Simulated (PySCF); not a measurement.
An element was calculated at PBE0 (PySCF 2.14, ECP, a triple-zeta basis, no spin-orbit coupling), in the ground configurations that NIST lists.

* first ionisation energy: 8.821 eV
* second ionisation energy: 17.069 eV
* third ionisation energy: 37.494 eV
* polarisability of the atom: 49.9 bohr³

**Question.** Which element is it?

**Answer.** Cadmium (Cd, Z = 48), in aug-cc-pVTZ-PP with ECP28MDF. NIST lists 8.994, 16.908, 37.468 ± 0.006 eV for these ionisation energies.
